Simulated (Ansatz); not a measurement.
Relaxation of the cluster Ge3Se4 with RKS PBE-D4/def2-SVP.

```sh
$ ansatz run in.yaml --threads 4 --pin off --events-out ev --progress --plain --max-ram 4787MiB
```

```yaml
crystal:
  periodic: [false, false, false]
  atoms:
    - {symbol: Ge, position_ang: [-0.325370, 2.202210, 0.639090]}
    - {symbol: Ge, position_ang: [-1.577490, -0.450010, -1.111880]}
    - {symbol: Ge, position_ang: [1.605720, -1.768410, 0.973940]}
    - {symbol: Se, position_ang: [1.890960, 0.694960, 0.338030]}
    - {symbol: Se, position_ang: [-2.031960, 0.623570, 1.093390]}
    - {symbol: Se, position_ang: [0.580220, 1.135540, -1.570470]}
    - {symbol: Se, position_ang: [-0.142080, -2.437850, -0.362090]}
basis:
  gaussian: {orbitals: def2-SVP}
hamiltonian: {xc: pbe, dispersion: d4}
scf: {lower_state_search: "off"}
output: {orbitals: {seedname: orbitals}}
relax: {f_tol: 0.02, max_steps: 100}
```

It took 26 s on 4 threads of Intel Xeon Platinum 8175M on a shared host, peak host memory 0.55 GiB.

Positions (Å) and forces (eV/Å) at steps 1, 2, 3, 4, 5, 6, 7 of 7:

```xyz
7
step=1 energy=-430842.4261 eV
Ge   -0.325    2.202    0.639   -0.003    0.255    0.205
Ge   -1.577   -0.450   -1.112    0.213    0.199    0.036
Ge    1.606   -1.768    0.974    0.157    0.354    0.103
Se    1.891    0.695    0.338    0.471   -0.380    0.347
Se   -2.032    0.624    1.093   -0.177   -0.297   -0.101
Se    0.580    1.136   -1.570   -0.439   -0.268   -0.466
Se   -0.142   -2.438   -0.362   -0.223    0.138   -0.124
7
step=2 energy=-430842.4886 eV
Ge   -0.325    2.113    0.683   -0.063    0.037    0.011
Ge   -1.601   -0.369   -1.163    0.395   -0.060    0.113
Ge    1.607   -1.680    1.014    0.036    0.034    0.023
Se    1.993    0.672    0.307    0.007   -0.145    0.012
Se   -2.072    0.534    1.095    0.012    0.074   -0.057
Se    0.564    1.022   -1.593   -0.210    0.241   -0.095
Se   -0.166   -2.294   -0.344   -0.177   -0.181   -0.009
7
step=3 energy=-430842.5213 eV
Ge   -0.335    2.149    0.685   -0.046   -0.057    0.027
Ge   -1.541   -0.381   -1.144    0.064   -0.079   -0.068
Ge    1.599   -1.700    1.012    0.029    0.129   -0.016
Se    1.968    0.658    0.301    0.072   -0.105    0.022
Se   -2.062    0.550    1.091    0.049    0.087   -0.014
Se    0.543    1.072   -1.607   -0.089    0.046    0.051
Se   -0.173   -2.348   -0.339   -0.078   -0.021   -0.003
7
step=4 energy=-430842.5045 eV rejected
Ge   -0.380    2.167    0.714    0.038   -0.166    0.058
Ge   -1.509   -0.425   -1.182   -0.080    0.112    0.228
Ge    1.630   -1.675    1.003   -0.065   -0.138   -0.012
Se    2.057    0.578    0.241   -0.023    0.201    0.119
Se   -2.115    0.595    1.069    0.117   -0.051   -0.221
Se    0.509    1.112   -1.534   -0.011    0.045   -0.247
Se   -0.191   -2.350   -0.310    0.023   -0.004    0.074
7
step=5 energy=-430842.5308 eV
Ge   -0.342    2.136    0.703    0.034    0.054    0.070
Ge   -1.520   -0.402   -1.163   -0.038    0.012   -0.011
Ge    1.600   -1.674    1.012   -0.002   -0.006   -0.008
Se    2.007    0.630    0.277    0.012    0.000    0.004
Se   -2.068    0.557    1.070   -0.060   -0.034   -0.008
Se    0.518    1.101   -1.582    0.027    0.001   -0.083
Se   -0.195   -2.347   -0.316    0.027   -0.027    0.036
7
step=6 energy=-430842.5304 eV rejected
Ge   -0.323    2.121    0.752   -0.007   -0.048   -0.105
Ge   -1.520   -0.408   -1.174    0.007   -0.006   -0.029
Ge    1.615   -1.670    1.005    0.010   -0.014    0.019
Se    2.006    0.632    0.258    0.014   -0.008    0.020
Se   -2.095    0.569    1.039    0.004    0.005    0.067
Se    0.515    1.106   -1.594   -0.015    0.047    0.039
Se   -0.198   -2.350   -0.286   -0.014    0.024   -0.011
7
step=7 energy=-430842.5327 eV
Ge   -0.334    2.124    0.725    0.001   -0.004   -0.002
Ge   -1.522   -0.402   -1.171    0.002    0.002    0.006
Ge    1.610   -1.673    1.010   -0.007    0.001   -0.010
Se    2.011    0.629    0.266   -0.006    0.002   -0.002
Se   -2.087    0.560    1.058    0.009   -0.005   -0.012
Se    0.520    1.107   -1.591   -0.001   -0.002    0.010
Se   -0.197   -2.346   -0.298    0.002    0.006    0.009
```

Another isomer (singlet) lies 0.58 eV lower at PBE0-D4/def2-TZVP; other spin states weren't run for this one.
